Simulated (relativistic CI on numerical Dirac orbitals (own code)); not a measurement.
# Energy levels of Zr VIII

Computed by Dirac-Coulomb-Breit CI, KLI orbitals optimised for each configuration, model QED (radiative potential, 1s self-energy scaled to tabulated hydrogen-like ionisation energies), unscaled Slater integrals (own radial code, finite nucleus).

CI space (outside the closed core [Ar] 3d10): 4s2 4p3, 4s 4p4, 4p5, 4s2 4p2 4d, 4s 4p3 4d, 4s2 4p2 4f, 4s2 4p2 5s, 4s 4p3 4f, 4p4 4d, 4s2 4p2 5p, 4s 4p2 4d2, 4s2 4p 4d 5p, 4s2 4p 4d2, 4s2 4d3, 4s 4p 4d3, 4s2 4d2 4f, 4s2 4d2 5s, 4s 4p 4d2 4f, 4p3 4d2, 4p2 4d3, 4p2 4d2 4f, 4p2 4d2 5s. Double excitations out of closed p, d and f shells are left out; levels of such configurations are missing from the list, as are those of other unlisted configurations, and high levels can miss mixing partners. These lack a partner that the ground configuration has and come out too high: 4s2 4p2 5p.

The lowest level is 4s2 4p3 4S°_3/2, with 90 % of that term; Hund's rules for 4s2 4p3 give 4S° with J = 3/2, in agreement.

```csv
No.,Configuration,Term,J,E (cm⁻¹),%,Next component (%),Landé g,Lifetime (s)
1,4s2 4p3,4S°,3/2,0,90,6 2P°,1.946,
2,4s2 4p3,2D°,3/2,25375,79,14 2P°,0.926,1.91e-02
3,4s2 4p3,2D°,5/2,30935,97,2 4s 4p3 4d 2D°,1.200,1.90e-01
4,4s2 4p3,2P°,1/2,49713,96,1 4p5 2P°,0.665,5.57e-03
5,4s2 4p3,2P°,3/2,58237,76,17 2D°,1.263,2.31e-03
6,4s 4p4,4P,5/2,185880,88,8 4s2 4p2 4d 4P,1.590,8.42e-10
7,4s 4p4,4P,3/2,195706,89,8 4s2 4p2 4d 4P,1.724,7.33e-10
8,4s 4p4,4P,1/2,199472,87,8 4s2 4p2 4d 4P,2.650,6.71e-10
9,4s 4p4,2D,3/2,232276,77,16 4s2 4p2 4d 2D,0.826,3.23e-10
10,4s 4p4,2D,5/2,235079,78,17 4s2 4p2 4d 2D,1.211,3.89e-10
11,4s 4p4,2S,1/2,269551,49,24 2P,1.471,1.13e-10
12,4s 4p4,2P,3/2,269614,51,42 4s2 4p2 4d 2P,1.314,1.15e-10
13,4s 4p4,2S,1/2,286103,33,29 2P,1.197,1.42e-10
14,4s2 4p2 4d,4F,3/2,293914,88,5 4D,0.461,1.78e-09
15,4s2 4p2 4d,4F,5/2,297825,83,12 4D,1.074,2.31e-09
16,4s2 4p2 4d,4F,7/2,303902,86,10 4D,1.255,1.45e-08
17,4s2 4p2 4d,2F,5/2,307506,64,25 4D,1.010,2.14e-09
18,4s2 4p2 4d,4D,1/2,309681,94,3 4s 4p4 2P,0.027,6.66e-10
19,4s2 4p2 4d,4D,3/2,310709,88,6 4F,1.151,5.82e-10
20,4s2 4p2 4d,4F,9/2,310740,91,6 2G,1.320,1.54e-02
21,4s2 4p2 4d,4D,7/2,311272,48,42 2F,1.284,1.70e-08
22,4s2 4p2 4d,4D,5/2,316120,56,33 2F,1.177,7.82e-10
23,4s2 4p2 4d,2F,7/2,326527,50,39 4D,1.253,1.61e-08
24,4s2 4p2 4d,2G,7/2,342752,90,6 2F,0.908,1.19e-09
25,4s2 4p2 4d,2P,3/2,343462,52,36 4s 4p4 2P,1.295,1.62e-11
26,4s2 4p2 4d,2G,9/2,345874,91,6 4F,1.124,4.62e-03
27,4s2 4p2 4d,4P,5/2,352976,81,7 4s 4p4 4P,1.568,1.02e-11
28,4s2 4p2 4d,2P,1/2,355509,48,26 4s 4p4 2P,1.074,1.47e-11
29,4s2 4p2 4d,4P,3/2,356578,70,12 2D,1.575,1.10e-11
30,4s2 4p2 4d,4P,1/2,360121,68,12 2P,2.221,1.01e-11
31,4s2 4p2 4d,2D,3/2,362298,73,13 4P,0.966,4.00e-11
32,4s2 4p2 4d,2D,5/2,372533,83,8 4s 4p4 2D,1.215,2.00e-11
33,4s2 4p2 4d,2D,3/2,381024,78,12 4s 4p4 2D,0.835,1.17e-11
34,4s2 4p2 4d,2D,5/2,382017,88,5 4s 4p4 2D,1.198,2.49e-11
35,4s2 4p2 4d,2P,1/2,391274,71,20 2S,0.985,1.39e-11
36,4s2 4p2 4d,2F,5/2,394102,71,23 2D,0.952,7.76e-12
37,4s2 4p2 4d,2S,1/2,398807,58,20 2P,1.713,1.27e-11
38,4s2 4p2 4d,2F,7/2,400142,95,2 4s 4p2 4d2 2F,1.141,7.64e-12
39,4s2 4p2 4d,2P,3/2,400566,85,5 2D,1.307,1.30e-11
40,4s2 4p2 4d,2D,3/2,416135,93,2 4p4 4d 2D,0.811,9.19e-12
41,4s2 4p2 4d,2D,5/2,416534,69,24 2F,1.120,8.66e-12
42,4p5,2P°,3/2,435528,62,33 4s 4p3 4d 2P°,1.336,1.73e-10
43,4s 4p3 4d,6D°,1/2,437913,98,1 4P°,3.321,8.99e-09
44,4s 4p3 4d,6D°,3/2,438222,97,1 4P°,1.858,6.21e-09
45,4s 4p3 4d,6D°,5/2,438625,98,1 4D°,1.651,1.07e-08
```

Energies count from the lowest computed level; ° marks odd parity; lifetimes are radiative, by E1, M1, E2 decay to levels of this space only.

The mean weight of the leading LS term, summed over parents, in these 45 levels is 77 %, and that of the leading jj configuration (from the same eigenvectors) 54 %, so LS coupling describes them better.

At this charge configurations can still be misplaced by up to about 7 % of their energy.

LS names give the leading component of a level, which can be under half, so a name can repeat, a term be missing and a line seem to break the LS rules.
